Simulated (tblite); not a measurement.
Compound: C5H8ClF3Si.
SMILES with atom numbers: `[F:1][SiH2:2][C@:3]1([CH:4]([F:5])[F:6])[CH2:7][C@@H:8]([Cl:9])[CH2:10]1` (hydrogens: H11, H12 on Si2; H13 on C4; H14, H15 on C7; H16 on C8; H17, H18 on C10)

Computed with GFN2-xTB (tblite), gas phase: L-BFGS steps from a force-field or distance-geometry start until the largest atomic force falls under 0.01 eV/Å.

Geometry at step 0:
```
atom  x, y, z in Å
F1      1.7751   -0.1283    2.0597
Si2     0.5951   -1.1058    1.5575
C3     -0.1708   -0.3159   -0.0283
C4     -1.1464   -1.2983   -0.6395
F5     -1.7026   -0.7715   -1.7408
F6     -2.1724   -1.5209    0.2331
C7      0.8715    0.2918   -1.0153
C8      0.6453    1.6781   -0.3559
Cl9     0.6377    3.1163   -1.4076
C10    -0.7147    1.1360    0.1780
H11     1.1926   -2.4260    1.2198
H12    -0.4068   -1.2605    2.6496
H13    -0.6971   -2.2631   -0.8921
H14     1.9011   -0.0886   -0.9535
H15     0.5622    0.2518   -2.0630
H16     1.3509    1.8824    0.4578
H17    -0.9618    1.4488    1.1964
H18    -1.5676    1.3800   -0.4675
```

Problem. Give the atomic forces at this geometry.

Solution. 
```json
{"atom": "F1", "Fx (eV/Å)": "-0.203", "Fy (eV/Å)": "-0.165", "Fz (eV/Å)": "-0.092"}
{"atom": "Si2", "Fx (eV/Å)": "-0.448", "Fy (eV/Å)": "-0.501", "Fz (eV/Å)": "0.114"}
{"atom": "C3", "Fx (eV/Å)": "0.497", "Fy (eV/Å)": "0.581", "Fz (eV/Å)": "0.181"}
{"atom": "C4", "Fx (eV/Å)": "0.009", "Fy (eV/Å)": "0.574", "Fz (eV/Å)": "0.423"}
{"atom": "F5", "Fx (eV/Å)": "-0.307", "Fy (eV/Å)": "-0.084", "Fz (eV/Å)": "-0.446"}
{"atom": "F6", "Fx (eV/Å)": "0.070", "Fy (eV/Å)": "-0.142", "Fz (eV/Å)": "-0.113"}
{"atom": "C7", "Fx (eV/Å)": "0.472", "Fy (eV/Å)": "0.116", "Fz (eV/Å)": "0.338"}
{"atom": "C8", "Fx (eV/Å)": "-0.608", "Fy (eV/Å)": "-0.752", "Fz (eV/Å)": "-0.051"}
{"atom": "Cl9", "Fx (eV/Å)": "-0.100", "Fy (eV/Å)": "-0.311", "Fz (eV/Å)": "0.111"}
{"atom": "C10", "Fx (eV/Å)": "0.395", "Fy (eV/Å)": "0.212", "Fz (eV/Å)": "0.073"}
{"atom": "H11", "Fx (eV/Å)": "-0.062", "Fy (eV/Å)": "0.579", "Fz (eV/Å)": "0.074"}
{"atom": "H12", "Fx (eV/Å)": "0.488", "Fy (eV/Å)": "0.256", "Fz (eV/Å)": "-0.475"}
{"atom": "H13", "Fx (eV/Å)": "-0.006", "Fy (eV/Å)": "-0.136", "Fz (eV/Å)": "-0.085"}
{"atom": "H14", "Fx (eV/Å)": "-0.269", "Fy (eV/Å)": "0.054", "Fz (eV/Å)": "0.032"}
{"atom": "H15", "Fx (eV/Å)": "-0.148", "Fy (eV/Å)": "0.097", "Fz (eV/Å)": "0.235"}
{"atom": "H16", "Fx (eV/Å)": "-0.147", "Fy (eV/Å)": "-0.070", "Fz (eV/Å)": "-0.235"}
{"atom": "H17", "Fx (eV/Å)": "0.030", "Fy (eV/Å)": "-0.158", "Fz (eV/Å)": "-0.102"}
{"atom": "H18", "Fx (eV/Å)": "0.337", "Fy (eV/Å)": "-0.151", "Fz (eV/Å)": "0.017"}
```

The largest, 0.97 eV/Å, acts on C8; the rms over all components is 0.302 eV/Å. The forces sum to zero within rounding, as they must for an isolated molecule in no field.

Problem. Give the force on C8 in Eh/bohr and in nN.

Solution. 0.968 eV/Å ÷ 51.422 = 0.01883 Eh/bohr, and 0.968 eV/Å × 1.602 = 1.55 nN.

Problem. How far is this geometry from the end of the optimisation?

Solution. 0.154 eV above it, and 0.148 Å rms away after alignment. The bonds farthest from their final lengths, with half the difference of the two atoms' forces along the bond (positive lengthens):

```csv
bond,now (Å),final (Å),force along bond (eV/Å)
Si2–H12,1.490,1.450,-0.57
Si2–H11,1.488,1.454,-0.40
C8–C10,1.558,1.529,-0.58
Si2–C3,1.930,1.908,+0.01
C7–C8,1.552,1.530,-0.39
C3–C10,1.564,1.548,-0.16
```

The angle farthest from its final value is H11–Si2–H12, 110.1° against 117.4°.

Of the 6 listed bonds off by 0.010 Å or more, this force points towards the final length in 5.

What follows is the cost of the whole relaxation. Hardware: an Arm Neoverse N1 with one thread, shared host with 64 logical CPUs at a one-minute load of 62. Cost: 0.89 s of wall time.
